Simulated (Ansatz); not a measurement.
C$_{3}$H$_{5}$ClGe, SMILES `CC#[C][GeH2][Cl]`, relaxed with RKS PBE-D4/def2-SVP in Ansatz from a rough embedded geometry. The force threshold is 0.03 eV/Å; the program also tests the step.

The species carries charge 0 and has multiplicity 1.

Start:

```xyz
10

C     2.201   -0.212   -0.701
C     0.811   -0.094   -0.253
C    -0.313    0.023    0.131
Ge   -2.119    0.240    0.880
Cl   -3.427    0.600   -0.845
H     2.242   -1.193   -1.329
H     2.873   -0.250    0.121
H     2.383    0.628   -1.393
H    -2.511   -1.128    1.568
H    -2.140    1.386    1.821
```

```
step  energy (eV)  largest force (eV/Å)  largest move (Å)
   1  -72201.3022                 3.838             0.000
   2  -72201.5973                 1.069             0.085
   3  -72201.6218                 0.165             0.041
   4  -72201.6236                 0.058             0.014
   5  -72201.6238                 0.020             0.015
```

End:

```xyz
10

C     2.172   -0.231   -0.740
C     0.816   -0.095   -0.235
C    -0.332    0.022    0.195
Ge   -2.091    0.206    0.864
Cl   -3.459    0.584   -0.798
H     2.287   -1.162   -1.334
H     2.907   -0.268    0.091
H     2.442    0.624   -1.393
H    -2.556   -1.104    1.540
H    -2.186    1.424    1.811
```

Run time 7.5 s (4 threads of an Arm Neoverse V1 on a shared host); peak host memory 0.17 GiB.
